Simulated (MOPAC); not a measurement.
MOPAC input (PM6):

```
PM6 FORCE THERMO(298,298) PRECISE LET UHF MS=0.5 GEO-OK AUX(PRECISION=9) THREADS=1
C4H2FS

F    -0.17565226 1    2.23785898 1    0.44559650 1
C    -0.12918777 1    0.94195546 1    0.18179994 1
C    -1.35914489 1    0.20856136 1   -0.09847131 1
C    -0.98532784 1   -1.05533889 1   -0.32150374 1
S     0.65957357 1   -1.45705580 1   -0.23328098 1
C     1.02837102 1    0.21909583 1    0.15263760 1
H    -2.34388479 1    0.64630248 1   -0.11039667 1
H     2.03680175 1    0.54872872 1    0.32611135 1
```

Output:

```
 *******************************************************************************
 **                                                                           **
 **                              MOPAC v23.2.5                                **
 **                                                                           **
 *******************************************************************************
 ** MOPAC's Digital Object Identifier: https://doi.org/10.5281/zenodo.6511958 **
 **                                                                           **
 ** Please cite the open-source release paper for use of this MOPAC version:  **
 ** J. E. Moussa and J. J. P. Stewart (2026)                                  **
 ** MOPAC: An open-source semiempirical molecular orbital program             **
 ** J. Open Source Softw., 11(119), 8025, https://doi.org/10.21105/joss.08025 **
 *******************************************************************************

                              PM6 CALCULATION RESULTS

 *******************************************************************************
 *  PM6        - The PM6 Hamiltonian to be used
 *  GEO-OK     - OVERRIDE INTERATOMIC DISTANCE AND OTHER SAFETY CHECKS
 *  UHF        - UNRESTRICTED HARTREE-FOCK CALCULATION
 *  MS=        - IN MECI, MAGNETIC COMPONENT OF SPIN =  0.5
 *  LET        - OVERRIDE SOME SAFETY CHECKS
 *  PRECISE    - TIGHTER CRITERIA TO BE USED
 *  FORCE      - FORCE CALCULATION SPECIFIED
 *  AUX        - OUTPUT AUXILIARY INFORMATION
 *  THERMO     - THERMODYNAMIC QUANTITIES TO BE CALCULATED
 *******************************************************************************
PM6 FORCE THERMO(298,298) PRECISE LET UHF MS=0.5 GEO-OK AUX(PRECISION=9) THREADS=1
 C4H2FS

   ATOM   CHEMICAL          X               Y               Z
  NUMBER   SYMBOL      (ANGSTROMS)     (ANGSTROMS)     (ANGSTROMS)

     1       F         -0.17565226  *   2.23785898  *   0.44559650  *
     2       C         -0.12918777  *   0.94195546  *   0.18179994  *
     3       C         -1.35914489  *   0.20856136  *  -0.09847131  *
     4       C         -0.98532784  *  -1.05533889  *  -0.32150374  *
     5       S          0.65957357  *  -1.45705580  *  -0.23328098  *
     6       C          1.02837102  *   0.21909583  *   0.15263760  *
     7       H         -2.34388479  *   0.64630248  *  -0.11039667  *
     8       H          2.03680175  *   0.54872872  *   0.32611135  *

          CARTESIAN COORDINATES

    NO.       ATOM           X           Y           Z

     1         F         -0.1757      2.2379      0.4456
     2         C         -0.1292      0.9420      0.1818
     3         C         -1.3591      0.2086     -0.0985
     4         C         -0.9853     -1.0553     -0.3215
     5         S          0.6596     -1.4571     -0.2333
     6         C          1.0284      0.2191      0.1526
     7         H         -2.3439      0.6463     -0.1104
     8         H          2.0368      0.5487      0.3261

 General Reference for PM6:
 "Optimization of Parameters for Semiempirical Methods V: Modification of NDDO Approximations
 and Application to 70 Elements", J. J. P. Stewart, J. Mol. Mod., 13, 1173-1213 (2007)
 URL: https://link.springer.com/article/10.1007/s00894-007-0233-4

           Empirical Formula: C4 H2 F S  =     8 atoms
[...]
 EFFECTIVE MASS      3.4272
 FORCE CONSTANT      0.6471

 VIBRATION         14    9A'         ATOM PAIR     ENERGY CONTRIBUTION    RADIAL
 FREQUENCY          1359.69         C 2 -- C 3         +20.8% ( 81.7%)     96.1%
 TRANSITION DIPOLE   2.6216         C 2 -- C 6         +19.0% ( 78.1%)     30.4%
 TRAVEL (Ang.)       0.1011         F 1 -- C 2         +17.1% ( 73.9%)     55.0%
 REDUCED MASS        4.8507         C 2 -- S 5         +13.3% ( 65.2%)      9.1%
 EFFECTIVE MASS     12.0918         C 2 -- C 4         +12.8% ( 64.0%)     60.8%
 FORCE CONSTANT      5.2837

 VIBRATION         15   10A'         ATOM PAIR     ENERGY CONTRIBUTION    RADIAL
 FREQUENCY          1593.94         C 2 -- C 6         +16.5% ( 69.0%)     81.3%
 TRANSITION DIPOLE   0.5942         C 3 -- C 4         +15.5% ( 66.9%)     98.4%
 TRAVEL (Ang.)       0.1176         C 2 -- C 4         +15.0% ( 65.7%)     61.3%
 REDUCED MASS        3.0577         C 2 -- C 3         +13.0% ( 61.2%)     52.1%
 EFFECTIVE MASS     12.3002         F 1 -- C 2         +12.8% ( 60.7%)     96.9%
 FORCE CONSTANT      4.5771

 VIBRATION         16   11A'         ATOM PAIR     ENERGY CONTRIBUTION    RADIAL
 FREQUENCY          1678.56         C 3 -- C 4         +18.3% ( 69.5%)     99.5%
 TRANSITION DIPOLE   2.1558         C 2 -- C 6         +16.2% ( 65.3%)     99.0%
 TRAVEL (Ang.)       0.1157         C 2 -- C 3         +14.9% ( 62.6%)      0.4%
 REDUCED MASS        3.0025         C 2 -- C 4         +12.8% ( 58.2%)     44.9%
 EFFECTIVE MASS     11.9939
 FORCE CONSTANT      4.9844

 VIBRATION         17   12A'         ATOM PAIR     ENERGY CONTRIBUTION    RADIAL
 FREQUENCY          2770.10         C 6 -- H 8         +85.1% ( 93.6%)    100.0%
 TRANSITION DIPOLE   1.4095         C 3 -- H 7         +12.2% ( 35.4%)     99.9%
 TRAVEL (Ang.)       0.1830         S 5 -- C 6          +1.1% ( 10.5%)     20.5%
 REDUCED MASS        0.7267         C 2 -- C 6          +1.0% ( 10.3%)     46.3%
 EFFECTIVE MASS      1.4211
 FORCE CONSTANT      3.2853

 VIBRATION         18   13A'         ATOM PAIR     ENERGY CONTRIBUTION    RADIAL
 FREQUENCY          2779.47         C 3 -- H 7         +83.9% ( 93.5%)    100.0%
 TRANSITION DIPOLE   0.9127         C 6 -- H 8         +11.9% ( 35.2%)     99.9%
 TRAVEL (Ang.)       0.1828         C 3 -- S 5          +1.3% ( 11.5%)     93.7%
 REDUCED MASS        0.7262         C 3 -- C 4          +1.3% ( 11.5%)     48.0%
 EFFECTIVE MASS      1.4666
 FORCE CONSTANT      3.3055

      SYMMETRY NUMBER FOR POINT-GROUP Cs  =  1

          SYSTEM IS A GROUND STATE

 C4H2FS

          MOLECULE IS NOT LINEAR

          THERE ARE 18 GENUINE VIBRATIONS IN THIS SYSTEM
          THIS THERMODYNAMICS CALCULATION IS LIMITED TO
          MOLECULES WHICH HAVE NO INTERNAL ROTATIONS

                    CALCULATED THERMODYNAMIC PROPERTIES
                                          *
   TEMP. (K)   PARTITION FUNCTION   H.O.F.    ENTHALPY  HEAT CAPACITY ENTROPY
                                   KCAL/MOL   CAL/MOLE    CAL/K/MOL  CAL/K/MOL

 298.00  VIB.     0.2985D+01                  1352.8455    11.8182     6.7128
         ROT.     0.1440D+06                   888.2803     2.9808    26.5845
         INT.     0.4299D+06                  2241.1258    14.7990    33.2973
         TRA.     0.9830D+27                  1480.4672     4.9680    39.7489
         TOT.                       42.116    3721.5930    19.7670    73.0462

   *: NOTE: HEATS OF FORMATION ARE RELATIVE TO THE
            ELEMENTS IN THEIR STANDARD STATE AT 298K
              (=  Standard Enthalpy of Formation).

            Hvib:  Zero-point energy is not included.
                   frequencies of less than zero cm-1 are not included.
            Hrot = (3/2)RT
            Htra = (3/2)RT + pV = (5/2)RT

            Heat capacity is Cp, not Cv

          For more information, see: HTTP://OpenMOPAC.net/Manual/thermochemistry.html

           FORCE CONSTANT IN CARTESIAN COORDINATES (Millidynes/A)

    ATOM   CHEMICAL       X               Y               Z
   NUMBER   SYMBOL  FORCE CONSTANT  FORCE CONSTANT  FORCE CONSTANT

      1       F        7.815416        0.744767        0.266126
      2       C       12.550343        9.722578        1.779865
      3       C       10.629668        8.977357        1.849814
      4       C        9.710254        4.307781        0.635619
      5       S        4.220527        3.980280        0.403462
      6       C        5.866796       10.901530        1.495274
      7       H        1.368541        3.634930        0.332062
      8       H        0.988101        3.978271        0.316405

 **********************
 *                    *
 * JOB ENDED NORMALLY *
 *                    *
 **********************

 == MOPAC DONE ==
```
